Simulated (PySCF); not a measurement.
**Telling isomers of C7H5ClNP apart by NMR**

Computed data (PySCF 2.14.0 with density-fitted response routines): GIAO PBE0/pcSseg-1 shieldings, structure optimised with GFN2-xTB. No solvent model, one averaged value for each set of equivalent atoms, non-relativistic Hamiltonian, one conformer.

References, each an isolated molecule treated in the same way: 1H (σ = 31.72 ppm), 13C (σ = 186.93 ppm) against TMS. Splittings of carbon signals by F and P are missing where no couplings were computed. Where no couplings were computed, multiplicities follow the n + 1 count of equivalent neighbours, and m marks all less simple cases (inequivalent or close neighbours, rings, F or P nearby). Shifts are as computed. Against solution values, carbons near 30 ppm lie about +3 ppm off and those near 130 ppm about +5 ppm; carbons on Cl a further +6 ppm. Of 1211 compounds with measured shifts, 218 miss one by over three times the rms of a fit or turn the order of signals round; such compounds aren't used in these exercises. Carbons bonded to Cl come out too deshielded. OH and NH positions are gas-phase values without hydrogen bonding to other molecules.

(1) Tabulate the signals of `Cc1pc(Cl)ccc1C#N`, `Clc1[nH]c2ccccc2p1` and their relative energies.

(2) What is the quickest way to tell Cc1pc(Cl)ccc1C#N from Clc1[nH]c2ccccc2p1?

Answers

(1) 
```json
{"SMILES": "Cc1pc(Cl)ccc1C#N", "carbon types": "4×C 2×CH 1×CH3", "δC": "188.6, 188.3, 142.3, 138.3, 122.6, 120.2, 27.4", "δH": "8.03 (m, 1H), 8.01 (m, 1H), 3.02 (m, 3H)", "E rel. (kcal/mol)": "24.3"}
{"SMILES": "Clc1[nH]c2ccccc2p1", "carbon types": "3×C 4×CH", "δC": "173.4, 149.3, 142.8, 134.5, 130.2, 125.8, 116.3", "δH": "8.32 (br s, 1H), 8.31 (m, 1H), 7.67 (m, 1H), 7.62 (m, 1H), 7.49 (m, 1H)", "E rel. (kcal/mol)": "0.0"}
```

Energies are electronic energies at PBE0/pcSseg-1 on these geometries, without zero-point or thermal terms, each for the one conformer computed, which needn't be the lowest.

(2) Both give the same number of carbon signals, but DEPT or the intensities differ. The first has a methyl carbon on an aromatic ring (CH3) at 27.4 ppm, the second a ring-fusion aromatic carbon (C) at 149.3 ppm. Their most deshielded carbons lie at 188.6 and 173.4 ppm.
